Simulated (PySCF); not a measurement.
Ionisation energy of Sr by level of theory

Sr [Kr] 5s2 (1S) → Sr+ [Kr] 5s1 (2S), as a difference of total energies. Computed with PySCF 2.14 in def2-QZVPPD with the def2 core potential (28 electrons) (7s5p4d3f, 63 functions), with a scalar-relativistic core potential. Correlated levels: valence: 4s2 4p6 frozen; valence and next inner shell: nothing frozen outside the core potential. The calculations carry no spin-orbit coupling.

| method | ionisation energy (eV) | error (eV) |
| --- | --- | --- |
| UHF | 4.743 | -0.952 |
| LDA | 5.863 | +0.168 |
| PBE | 5.699 | +0.004 |
| PBE0 | 5.614 | -0.081 |
| r2SCAN | 5.429 | -0.266 |
| CAM-B3LYP | 5.686 | -0.009 |
| TPSSh | 5.572 | -0.123 |
| PW91 | 5.731 | +0.036 |
| B2PLYP | 5.552 | -0.143 |
| MP2 (valence) | 5.251 | -0.444 |
| SCS-MP2 (valence) | 5.352 | -0.343 |
| MP2 (valence and next inner shell) | 5.569 | -0.126 |
| SCS-MP2 (valence and next inner shell) | 5.607 | -0.088 |

Reference: 5.695 eV (measured; NIST Atomic Spectra Database, ionization energies).

Errors of the correlated levels include the incompleteness of this basis and the frozen core.
